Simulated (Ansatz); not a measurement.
Start from `C[O][Cd][Cl]` and change one atom or group to get `[OH][Cd][Cl]`.

Ansatz, PBE0-D4/def2-TZVP geometries, multiplicity 1. Each molecule was computed in one conformer, which needn't be the lowest.

Elements past krypton have def2 core potentials.

```
                                      property  `C[O][Cd][Cl]`
           HOMO energy (B3LYP/def2-TZVPP) / eV           -7.29
           LUMO energy (B3LYP/def2-TZVPP) / eV           -2.13
             HOMO energy (PBE/def2-TZVPP) / eV           -6.01
         HOMO energy (ωB97M-V/def2-TZVPP) / eV           -9.88
         LUMO energy (ωB97M-V/def2-TZVPP) / eV           -0.03
size of the dipole moment (PBE/def2-TZVPP) / D            1.63
```

**Question.** Give the same properties after the change, and the shifts. (Estimate.)

**Answer.** The calculation gave: 
```csv
property,`[OH][Cd][Cl]`,shift
HOMO energy (B3LYP/def2-TZVPP) / eV,-8.09,-0.80
LUMO energy (B3LYP/def2-TZVPP) / eV,-2.15,-0.02
HOMO energy (PBE/def2-TZVPP) / eV,-6.76,-0.75
HOMO energy (ωB97M-V/def2-TZVPP) / eV,-10.73,-0.85
LUMO energy (ωB97M-V/def2-TZVPP) / eV,-0.04,-0.01
size of the dipole moment (PBE/def2-TZVPP) / D,1.73,0.10
```

The zero-point energy changes by -74.9 kJ/mol with -9 modes. Dipoles are sizes alone; their direction can turn.

B3LYP here is the variant with VWN-RPA as its local correlation; programs differ in this.
